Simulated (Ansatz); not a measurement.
Abridged output of a molecular run in Ansatz:

```
Functional definition: HF
2121 factors; integrals over basis functions are off by at most 9.8e-4 eV
mean field evaluation 1: about -6509.8042 eV, gradient 3.8e1 eV
mean field evaluation 2: about -6509.8049 eV, gradient 3.8e1 eV
mean field evaluation 4: about -6512.6583 eV, gradient 3.5e0 eV
mean field evaluation 8: about -6512.6980 eV, gradient 2.8e-4 eV
mean field -6512.69803356 eV, -239.3372382681 hartree, gradient 1.3e-6 eV, S^2 0.000000; 0 other end points of the search recorded, 0 dependent functions left out
4 core orbitals not correlated: weight in the atoms' cores, before any rotation towards them, 1.000 or more for the frozen orbitals, at most 0.000 for the correlated occupied ones
reference -6512.69803356 eV, -239.3372382681 hartree; 12, 12 occupied and 332, 332 virtual orbitals, 2121 factors
second order -22.32406291 eV of doubles, -0.00000000 eV of singles
cycle   1  -22.20724269 eV  change    1.2e-1 eV  update   9.1e-2
cycle   2  -22.66412858 eV  change   -4.6e-1 eV  update   2.6e-2
cycle   3  -22.77191953 eV  change   -1.1e-1 eV  update   1.3e-2
cycle   4  -22.75722061 eV  change    1.5e-2 eV  update   3.0e-3
cycle   5  -22.75558740 eV  change    1.6e-3 eV  update   1.4e-3
cycle   6  -22.75662844 eV  change   -1.0e-3 eV  update   4.2e-4
cycle   7  -22.75640135 eV  change    2.3e-4 eV  update   1.5e-4
cycle   8  -22.75631962 eV  change    8.2e-5 eV  update   4.4e-5
cycle   9  -22.75634085 eV  change   -2.1e-5 eV  update   1.6e-5
perturbative correction -0.81291728 eV, -0.0298741592 hartree
Total energy: -6536.26729169 eV, -240.2033925286 hartree
```

Its atoms:

Z-matrix (Å, degrees):
```
C
B 1 1.561
O 1 1.415 2 116.1
H 1 1.105 2 108.0 3 -125.5
H 1 1.098 2 108.8 3 121.5
F 2 1.322 1 119.2 3 -174.6
H 2 1.204 1 123.4 3 6.9
H 3 0.960 1 108.7 2 -30.0
```

(1) Which basis set was used?
A. cc-pV(T+d)Z
B. def2-SVPD
C. def2-QZVPP
D. def2-TZVPPD

(2) Write the keys of the input that set method, charge and spin (a neutral closed shell needs none for the last two).

## Answers

(1) C. It gives 348 functions.

(2) 
```yaml
correlation: {method: ccsd_t}
```
